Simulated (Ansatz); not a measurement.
Two isomers of C3H6FNSi: A = `C#CN(C)[SiH2]F`, B = `F[SiH2]C1C=NC1`.

Program: Ansatz. Geometries: PBE0-D4/def2-TZVP. ΔE: electronic, gas phase. CCSD(T)/CBS is the MP2 limit (def2-TZVPP, def2-QZVPP) plus CCSD(T) − MP2 in def2-TZVPP, frozen cores. Functionals use def2-TZVPP. B3LYP here is the variant with VWN-RPA as its local correlation; programs differ in this. One conformer a species, not always the lowest.

Problem. Which isomer does CCSD(T)/CBS put lower? Give the gap. (Estimate.)

Solution. Ansatz gave: A, by 4.9 kJ/mol.

Problem. Give E(B) − E(A) in kJ/mol with CCSD(T)/def2-TZVPP, B2PLYP, HF/def2-TZVPP, PBE-D4, B3LYP, ωB97M-V, PBE0-D4. (An estimate is asked.)

Solution. The calculation gave: CCSD(T)/def2-TZVPP 1.3, B2PLYP 17.5, HF/def2-TZVPP 27.2, PBE-D4 -9.7, B3LYP 18.9, ωB97M-V 0.6, PBE0-D4 -11.0. The order is the other way round with PBE-D4, PBE0-D4.

Largest T1 diagnostic: 0.012.

In def2-TZVPP, CCSD(T) changes the Hartree–Fock value by −25.8 kJ/mol (the triples alone add −3.2 kJ/mol) and MP2 by −17.5 kJ/mol.
